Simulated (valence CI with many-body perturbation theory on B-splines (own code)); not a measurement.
Results of a calculation; reference values are marked as such.
**Lu56+: magnetic and hyperfine properties of the levels**

Level of theory: valence CI with perturbative core correlation (CI+MBPT): five valence electrons over a frozen Dirac-Fock core [Ne], radial functions for each j: 11 s, 11 p, 10 d, 8 f, 5 g, 2 h, with the one-electron correlation potential Σ1, the two-electron term Σ2, the three-electron term Σ3, Breit, model QED; selected CI, second order for the rest, scaled by the run's own slope (own B-spline code, finite nucleus).

No measured spectrum was set against this ion. As an estimate, large intervals hold to a few tenths of a per cent, small ones and those within an open d or f shell to about a per cent. Among the levels kept, up to 3000 cm⁻¹ of a level comes from second order outside the variational space, and about a tenth of that is noise between levels of different J, which matters for small intervals.

A/g_I is the dipole constant over the nuclear g factor μ/I (μ in nuclear magnetons, uniformly magnetised nucleus), B/Q the quadrupole constant per barn. Both hold the static response of the core; the bare values leave it out. Large factors of s and p1/2 electrons are usually good to 5 to 10 %; those of open d and f shells near neutrality can be off by tens of per cent, and small factors of p3/2, d and f electrons come from cancelling terms and can be off by a factor of two or in sign, in half-filled shells by more. B is blank for J = 1/2, where it vanishes, and for nearly pure S terms. Energies count from the lowest level.

Levels are named by their leading jj configuration (3d3/2^4 stands for four electrons in 3d with j = 3/2), which in mixed levels can hold well under half, so a name can repeat and another be missing. Letters in brackets count levels of one name in rising energy.

```
                             Level  E (eV)      g  A/g_I (MHz)  A/g_I bare  B/Q (MHz/b)  B/Q bare
        (3s^2 3p1/2^2 3p3/2) J=3/2    0.00  1.346       179000      179000       347000    342000
        (3s^2 3p1/2^2 3d3/2) J=3/2  217.69  0.778        96300       98800        56600     58600
        (3s^2 3p1/2 3p3/2^2) J=3/2  278.25  1.453       -82600      -77700        29400     29000
        (3s^2 3p1/2 3p3/2^2) J=5/2  289.55  1.187       452000      446000         -730      -713
        (3s^2 3p1/2^2 3d5/2) J=5/2  296.70  1.198        44900       47500        46500     49000
        (3s^2 3p1/2 3p3/2^2) J=1/2  304.08  0.649      1520000     1490000                       
        (3s 3p1/2^2 3p3/2^2) J=5/2  441.58  1.458      1000000      984000        80700     79500
        (3s 3p1/2^2 3p3/2^2) J=3/2  470.15  1.147      -527000     -511000       -40200    -39500
        (3s 3p1/2^2 3p3/2^2) J=1/2  471.52  2.061      4070000     3980000                       
(3s^2 3p1/2 3p3/2 3d3/2) J=5/2 [a]  493.68  0.956       338000      335000       -37800    -36000
(3s^2 3p1/2 3p3/2 3d3/2) J=1/2 [a]  496.70  0.210       562000      556000                       
(3s^2 3p1/2 3p3/2 3d3/2) J=3/2 [a]  496.78  0.904       335000      332000      -216000   -213000
    (3s^2 3p1/2 3p3/2 3d3/2) J=7/2  505.38  1.026       335000      332000       377000    374000
(3s^2 3p1/2 3p3/2 3d3/2) J=5/2 [b]  533.41  1.164        54100       57000       358000    355000
(3s^2 3p1/2 3p3/2 3d3/2) J=1/2 [b]  542.68  1.665      1050000     1030000                       
(3s^2 3p1/2 3p3/2 3d3/2) J=3/2 [b]  543.02  1.222       -43800      -38500        16100     14800
(3s^2 3p1/2 3p3/2 3d5/2) J=7/2 [a]  560.91  1.302       -65100      -60400       389000    387000
(3s^2 3p1/2 3p3/2 3d5/2) J=3/2 [a]  572.20  1.339      -222000     -214000      -132000   -130000
    (3s^2 3p1/2 3p3/2 3d5/2) J=9/2  573.24  1.183       250000      248000       384000    382000
(3s^2 3p1/2 3p3/2 3d5/2) J=5/2 [a]  575.70  1.121       325000      321000      -257000   -252000
              (3s^2 3p3/2^3) J=3/2  584.09  1.302       188000      187000      -375000   -370000
(3s^2 3p1/2 3p3/2 3d5/2) J=5/2 [b]  595.85  1.270       -55200      -50900        27600     28600
(3s^2 3p1/2 3p3/2 3d5/2) J=7/2 [b]  596.52  1.120       286000      284000         5050      7040
(3s^2 3p1/2 3p3/2 3d5/2) J=3/2 [b]  604.71  0.930       450000      443000        38700     38900
    (3s^2 3p1/2 3p3/2 3d5/2) J=1/2  608.40  1.229      -454000     -441000                       
(3s 3p1/2^2 3p3/2 3d3/2) J=5/2 [a]  654.84  1.263       786000      774000       107000    105000
(3s 3p1/2^2 3p3/2 3d3/2) J=3/2 [a]  656.92  1.262       442000      437000         2820      1370
(3s 3p1/2^2 3p3/2 3d3/2) J=1/2 [a]  658.90  2.397      2390000     2340000                       
    (3s 3p1/2^2 3p3/2 3d3/2) J=7/2  664.64  1.255       749000      738000       361000    358000
(3s 3p1/2^2 3p3/2 3d3/2) J=3/2 [b]  682.17  1.003       380000      376000      -187000   -184000
(3s 3p1/2^2 3p3/2 3d3/2) J=5/2 [b]  693.51  0.875      -181000     -173000       208000    208000
(3s 3p1/2^2 3p3/2 3d3/2) J=1/2 [b]  697.53  0.557       760000      746000                       
    (3s 3p1/2^2 3p3/2 3d5/2) J=9/2  722.65  1.350       590000      582000       378000    376000
        (3s^2 3p1/2 3d3/2^2) J=5/2  724.32  0.779       279000      277000        80300     79900
      (3s 3p1/2 3p3/2^3) J=3/2 [a]  731.00  1.489       777000      764000      -313000   -309000
(3s 3p1/2^2 3p3/2 3d5/2) J=5/2 [a]  738.36  1.378       865000      851000      -189000   -186000
(3s 3p1/2^2 3p3/2 3d5/2) J=7/2 [a]  745.93  1.257       411000      407000       195000    195000
(3s 3p1/2^2 3p3/2 3d5/2) J=3/2 [a]  747.59  1.131      -427000     -412000      -178000   -176000
          (3s 3p1/2 3p3/2^3) J=5/2  747.92  1.292      1200000     1170000      -400000   -395000
(3s 3p1/2^2 3p3/2 3d5/2) J=7/2 [b]  762.28  1.174       -90900      -84500       214000    214000
```

(1) Take the isotope of mass number 175, with I = 7/2, μ = 2.2257 μN, leaving out the quadrupole term. What is the hyperfine structure of (3s^2 3p1/2 3p3/2^2) J=3/2?

## Answers

(1) From the table A = -52500 MHz. Shifts from the centre of gravity in MHz: F = 2: 354000, F = 3: 197000, F = 4: -13100, F = 5: -276000.
